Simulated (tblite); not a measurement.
C5H9BrSSi2.
Atom-mapped SMILES: `[CH:1]#[C:2][C@@H:3]1[CH2:4][CH2:5][S:6][SiH2:7][Si@H:8]1[Br:9]` (hydrogens: H10 on C1; H11 on C3; H12, H13 on C4; H14, H15 on C5; H16, H17 on Si7; H18 on Si8)

Computed with GFN2-xTB (tblite), gas phase: L-BFGS steps from a force-field or distance-geometry start until the largest atomic force falls under 0.01 eV/Å.

Step 59: E = -709.5890 eV
```
atom  x, y, z in Å  |  force x, y, z in eV/Å
C1      2.9281   -1.8269   -0.5319   -0.021   0.019   0.023
C2      1.9393   -1.1518   -0.5582    0.028  -0.015  -0.013
C3      0.7204   -0.3760   -0.6402    0.041   0.003  -0.013
C4      0.8969    1.0085    0.0032   -0.025   0.021   0.008
C5     -0.1887    2.0068   -0.3786   -0.054  -0.004   0.028
S6     -1.7539    1.8943    0.5811    0.002  -0.008  -0.038
Si7    -2.5655    0.0609   -0.2046    0.014   0.038   0.024
Si8    -0.7613   -1.3375    0.1278    0.019  -0.081  -0.032
Br9    -0.9793   -3.2632   -1.0076    0.021   0.036   0.003
H10     3.8039   -2.4048   -0.5122   -0.031   0.021   0.030
H11     0.5165   -0.2261   -1.7109   -0.001  -0.002  -0.009
H12     0.9451    0.9220    1.0912   -0.001  -0.025   0.008
H13     1.8500    1.4358   -0.3268    0.020  -0.082  -0.021
H14    -0.4432    1.9310   -1.4365    0.002   0.015  -0.014
H15     0.1591    3.0196   -0.1786   -0.020   0.008   0.004
H16    -3.7822   -0.1700    0.5497   -0.016   0.011   0.053
H17    -2.8816    0.2696   -1.6192   -0.015   0.032  -0.036
H18    -0.4123   -1.7861    1.4757    0.037   0.014  -0.002
```

Step 60: E = -709.5901 eV
```
atom  x, y, z in Å  |  force x, y, z in eV/Å
C1      2.9304   -1.8254   -0.5234   -0.026   0.017   0.021
C2      1.9413   -1.1511   -0.5583    0.021  -0.018  -0.006
C3      0.7219   -0.3764   -0.6429    0.030   0.006  -0.002
C4      0.8978    1.0080    0.0024   -0.025   0.028  -0.015
C5     -0.1889    2.0051   -0.3800   -0.059   0.010   0.013
S6     -1.7477    1.8946    0.5854   -0.050  -0.016  -0.006
Si7    -2.5656    0.0630   -0.1985    0.007   0.029   0.011
Si8    -0.7611   -1.3393    0.1235    0.022  -0.059  -0.038
Br9    -0.9811   -3.2578   -1.0230    0.020   0.032   0.004
H10     3.8054   -2.4041   -0.4979   -0.025   0.021   0.027
H11     0.5194   -0.2261   -1.7143    0.003  -0.001   0.010
H12     0.9485    0.9229    1.0910   -0.008  -0.030  -0.019
H13     1.8495    1.4352   -0.3309    0.034  -0.074  -0.015
H14    -0.4518    1.9248   -1.4357    0.029   0.010  -0.014
H15     0.1554    3.0210   -0.1866    0.000  -0.013   0.002
H16    -3.7831   -0.1642    0.5567   -0.002   0.011   0.051
H17    -2.8864    0.2699   -1.6134   -0.008   0.036  -0.020
H18    -0.4126   -1.7935    1.4696    0.039   0.011  -0.003
```

Step 61: E = -709.5909 eV
```
atom  x, y, z in Å  |  force x, y, z in eV/Å
C1      2.9324   -1.8239   -0.5151   -0.023   0.011   0.020
C2      1.9430   -1.1508   -0.5579    0.005  -0.007   0.002
C3      0.7239   -0.3765   -0.6450    0.003   0.005   0.006
C4      0.8985    1.0083    0.0011   -0.019   0.016  -0.030
C5     -0.1902    2.0037   -0.3811   -0.041   0.016  -0.006
S6     -1.7431    1.8945    0.5898   -0.084  -0.012   0.020
Si7    -2.5657    0.0653   -0.1928   -0.004   0.002  -0.006
Si8    -0.7605   -1.3419    0.1188    0.017  -0.015  -0.028
Br9    -0.9828   -3.2523   -1.0375    0.017   0.016  -0.003
H10     3.8064   -2.4031   -0.4843   -0.011   0.014   0.024
H11     0.5224   -0.2262   -1.7169    0.006   0.001   0.020
H12     0.9517    0.9235    1.0902   -0.014  -0.029  -0.040
H13     1.8498    1.4336   -0.3352    0.032  -0.058  -0.007
H14    -0.4591    1.9191   -1.4352    0.043   0.006  -0.012
H15     0.1521    3.0217   -0.1945    0.012  -0.023   0.005
H16    -3.7841   -0.1586    0.5640    0.020   0.012   0.043
H17    -2.8913    0.2706   -1.6084   -0.001   0.038   0.004
H18    -0.4122   -1.8007    1.4636    0.039   0.009  -0.010
```

Question: Estimate the geometry and energy of step 62. (The exact step hangs on the optimiser's Hessian estimate; all steps are aligned on step 61, rigid shifts and turns removed.)

Answer: E = -709.5918 eV, largest force 0.097 eV/Å
```
atom  x, y, z in Å  |  force x, y, z in eV/Å
C1      2.9345   -1.8225   -0.5057   -0.013   0.001   0.019
C2      1.9451   -1.1505   -0.5565   -0.015   0.009   0.009
C3      0.7262   -0.3766   -0.6466   -0.027   0.002   0.009
C4      0.8990    1.0092   -0.0012   -0.008  -0.004  -0.035
C5     -0.1927    2.0023   -0.3823   -0.012   0.012  -0.022
S6     -1.7400    1.8942    0.5950   -0.091   0.000   0.035
Si7    -2.5659    0.0677   -0.1868   -0.015  -0.031  -0.022
Si8    -0.7597   -1.3446    0.1136    0.008   0.033  -0.010
Br9    -0.9853   -3.2452   -1.0541    0.015  -0.005  -0.013
H10     3.8077   -2.4017   -0.4693    0.005   0.005   0.022
H11     0.5258   -0.2270   -1.7189    0.008   0.002   0.018
H12     0.9551    0.9243    1.0880   -0.018  -0.024  -0.050
H13     1.8505    1.4318   -0.3407    0.021  -0.038   0.000
H14    -0.4660    1.9128   -1.4351    0.045   0.006  -0.011
H15     0.1493    3.0219   -0.2029    0.015  -0.027   0.011
H16    -3.7843   -0.1535    0.5728    0.040   0.011   0.033
H17    -2.8964    0.2728   -1.6027    0.006   0.038   0.026
H18    -0.4118   -1.8090    1.4571    0.038   0.008  -0.020
```

The energy changes by -0.0009 eV. The first-order estimate −F·Δx gives -0.0011 eV and the mean of the old and new forces, exact on a quadratic surface, -0.0008 eV. The step makes an angle of 80° with the force vector and moves no atom by more than 0.018 Å.

What follows is the cost of the whole relaxation. Hardware: one thread of an Arm Neoverse V1, no GPU, shared host. Cost: 1.5 s wall.
